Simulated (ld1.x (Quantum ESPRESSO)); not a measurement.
## An all-electron radial function and its pseudo partner (carbon)

Columns: radius, all-electron u(r) and pseudo u(r) of the 2s shell (level -13.64 eV) of carbon in the configuration [He] 2s2 2p2; PBEsol, non-relativistic, PAW scheme, ld1.x (Quantum ESPRESSO) 7.5.

| r (bohr) | all-electron | pseudo |
| --- | --- | --- |
| 0.085 | 0.3103 | -0.0306 |
| 0.170 | 0.3389 | -0.0676 |
| 0.255 | 0.2347 | -0.1161 |
| 0.340 | 0.0763 | -0.1790 |
| 0.425 | -0.0947 | -0.2564 |
| 0.510 | -0.2570 | -0.3453 |
| 0.595 | -0.4005 | -0.4405 |
| 0.680 | -0.5215 | -0.5351 |
| 0.765 | -0.6194 | -0.6220 |
| 0.850 | -0.6949 | -0.6950 |
| 0.935 | -0.7500 | -0.7500 |
| 1.020 | -0.7871 | -0.7871 |
| 1.105 | -0.8088 | -0.8088 |
| 1.190 | -0.8177 | -0.8177 |
| 1.275 | -0.8160 | -0.8160 |
| 1.360 | -0.8058 | -0.8058 |
| 1.445 | -0.7888 | -0.7888 |
| 1.530 | -0.7667 | -0.7667 |
| 1.615 | -0.7407 | -0.7407 |
| 1.700 | -0.7119 | -0.7119 |
| 1.785 | -0.6812 | -0.6812 |
| 1.870 | -0.6493 | -0.6493 |
| 1.955 | -0.6169 | -0.6169 |
| 2.040 | -0.5843 | -0.5843 |
| 2.125 | -0.5521 | -0.5521 |
| 2.210 | -0.5204 | -0.5204 |

Q: How many radial nodes do the two functions have?

A: The all-electron 2s function has n − l − 1 = 1; the pseudo-wave has 0, since the states of the same l below it are removed with the core.

Q: At about which radius was the pseudo-wave matched?

A: 0.90 bohr, where the columns begin to agree (steps of 0.09 bohr).

Q: Is the pseudo-wave norm-conserving?

A: No, it belongs to a PAW set: the norm inside the radius is not constrained, and the difference is carried by the augmentation charge.
